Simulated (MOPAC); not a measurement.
Input for MOPAC: PM3 on FHSn (SMILES [F][SnH]), a point of a bond scan (R = 1.973 Å).

```
PM3 1SCF PRECISE CHARGE=0 THREADS=1
FHSn

Sn    -0.09096150 1    -0.17370643 1     0.21890608 1
H     -1.12950542 1    -1.18065727 1    -1.12233078 1
F      0.62035194 1     1.08604865 1    -1.10498931 1
```

Program output:

```
*******************************************************************************
 **                                                                           **
 **                              MOPAC v23.2.5                                **
 **                                                                           **
 *******************************************************************************
 ** MOPAC's Digital Object Identifier: https://doi.org/10.5281/zenodo.6511958 **
 **                                                                           **
 ** Please cite the open-source release paper for use of this MOPAC version:  **
 ** J. E. Moussa and J. J. P. Stewart (2026)                                  **
 ** MOPAC: An open-source semiempirical molecular orbital program             **
 ** J. Open Source Softw., 11(119), 8025, https://doi.org/10.21105/joss.08025 **
 *******************************************************************************

                              PM3 CALCULATION RESULTS

 *******************************************************************************
 *  PM3        - The PM3 Hamiltonian to be used
 *
 *
 *
 *                 CHARGE ON SYSTEM = 0
 *
 *
 *
 *  PRECISE    - TIGHTER CRITERIA TO BE USED
 *  1SCF       - DO 1 SCF AND THEN STOP
 *  THREADS=1  - MULTI-THREADING NOT USED
 *  T=         - A TIME OF 172800.0 SECONDS REQUESTED
 *  DUMP=N     - RESTART FILE WRITTEN EVERY 7200.0 SECONDS REQUESTED
 *******************************************************************************
PM3 1SCF PRECISE CHARGE=0 THREADS=1
 FHSn

   ATOM   CHEMICAL          X               Y               Z
  NUMBER   SYMBOL      (ANGSTROMS)     (ANGSTROMS)     (ANGSTROMS)

     1      Sn         -0.09096150  *  -0.17370643  *   0.21890608  *
     2       H         -1.12950542  *  -1.18065727  *  -1.12233078  *
     3       F          0.62035194  *   1.08604865  *  -1.10498931  *



          CARTESIAN COORDINATES

    NO.       ATOM           X           Y           Z

     1        Sn         -0.0910     -0.1737      0.2189
     2         H         -1.1295     -1.1807     -1.1223
     3         F          0.6204      1.0860     -1.1050

  H: (PM3): J. J. P. STEWART, J. COMP. CHEM. 10, 209 (1989).
  F: (PM3): J. J. P. STEWART, J. COMP. CHEM. 10, 209 (1989).
 Sn: (PM3): J. J. P. STEWART, J. COMP. CHEM. 12, 320-341 (1991).

           Empirical Formula: H Sn F  =     3 atoms



      MOLECULAR POINT GROUP   :   Cs


      RHF CALCULATION, NO. OF DOUBLY OCCUPIED LEVELS = 6


 -------------------------------------------------------------------------------
 PM3 1SCF PRECISE CHARGE=0 THREADS=1
 FHSn



     1SCF WAS SPECIFIED, SO BFGS WAS NOT USED
     SCF FIELD WAS ACHIEVED


                              PM3 CALCULATION
                                                       MOPAC v23.2.5 Linux




          FINAL HEAT OF FORMATION =        -16.33626 KCAL/MOL =     -68.35089 KJ/MOL


          COSMO AREA              =         91.08 SQUARE ANGSTROMS
          COSMO VOLUME            =         78.40 CUBIC ANGSTROMS

          IONIZATION POTENTIAL    =          9.497182 EV
          HOMO LUMO ENERGIES (EV) =         -9.497 -2.125
          NO. OF FILLED LEVELS    =          6
          MOLECULAR WEIGHT        =        138.6963         POINT GROUP:  Cs

          MOLECULAR DIMENSIONS (Angstroms)

            Atom       Atom       Distance
            F     3    H     2     2.86361
           Sn     1    H     2     1.34849
            F     3    H     2     0.00000


          SCF CALCULATIONS        =          1





   ATOM   CHEMICAL          X               Y               Z
  NUMBER   SYMBOL      (ANGSTROMS)     (ANGSTROMS)     (ANGSTROMS)

     1      Sn         -0.09096150  *  -0.17370643  *   0.21890608  *
     2       H         -1.12950542  *  -1.18065727  *  -1.12233078  *
     3       F          0.62035194  *   1.08604865  *  -1.10498931  *

                             CARTESIAN COORDINATES

   1   Sn       -0.090961500    -0.173706430     0.218906080
   2    H       -1.129505420    -1.180657270    -1.122330780
   3    F        0.620351940     1.086048650    -1.104989310


           Empirical Formula: H Sn F  =     3 atoms



      MOLECULAR POINT GROUP   :   Cs


                  EIGENVALUES
 -19.51222 -15.85977 -15.21147 -14.88265 -12.06768  -9.49718  -2.12501   0.53899
   0.89105


              NET ATOMIC CHARGES AND DIPOLE CONTRIBUTIONS

  ATOM NO.   TYPE          CHARGE      No. of ELECS.   s-Pop       p-Pop
    1         Sn           0.678938        3.3211     1.82812     1.49295
    2          H          -0.267679        1.2677     1.26768
    3          F          -0.411259        7.4113     1.69047     5.72079
 DIPOLE           X         Y         Z       TOTAL
 POINT-CHG.    -0.070    -1.194     4.340     4.501
 HYBRID        -0.349     0.242    -2.731     2.763
 SUM           -0.418    -0.952     1.609     1.916


          ATOMIC ORBITAL ELECTRON POPULATIONS

     Atom    s        px        py        pz
    1 Sn   1.82812   0.30669   0.39355   0.79270
    2  H   1.26768
    3  F   1.69047   1.91800   1.89102   1.91178

 **********************
 *                    *
 * JOB ENDED NORMALLY *
 *                    *
 **********************




 == MOPAC DONE ==
```

The run finished.

Cost: about 0.03 core-seconds (a rough figure).
